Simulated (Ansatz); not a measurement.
Gas-phase electronic energies from Ansatz, PBE0-D4/def2-TZVP geometries. CCSD(T)/CBS adds triple-zeta CCSD(T) − MP2 to the extrapolated MP2 energy (def2 sets, frozen cores). This one scheme is used for every species. Functionals use def2-TZVPP. Each species was taken in one conformer, which may not be the lowest.

Consider the substitution at a C–C bond: `CCCCCC1CCCC1` + CH₃OH → `CCCCOC` + `CC1CCCC1`.

| level | ΔE (eV) |
| --- | --- |
| PBE | 0.09 |
| r2SCAN | 0.11 |
| HF/def2-QZVPP | -0.01 |
| SCS-MP2/def2-QZVPP | 0.23 |

What does CCSD(T)/CBS give? (Estimate.)

Computed: +0.25 eV. The listed levels differ from it by -0.16, -0.14, -0.26, -0.02 eV.

Largest T1 diagnostic among the species: 0.009.

From PBE to PBE0 (25 % exact exchange), in def2-TZVPP and without D4, ΔE moves by +0.03 eV. The D4 term adds +0.12 eV with B3LYP and +0.07 eV with PBE0; it sums over pairs of atoms, weighted by their polarisabilities, and B3LYP, whose exchange is more repulsive, gets the larger term.

B3LYP here is the variant with VWN-RPA as its local correlation; programs differ in this.
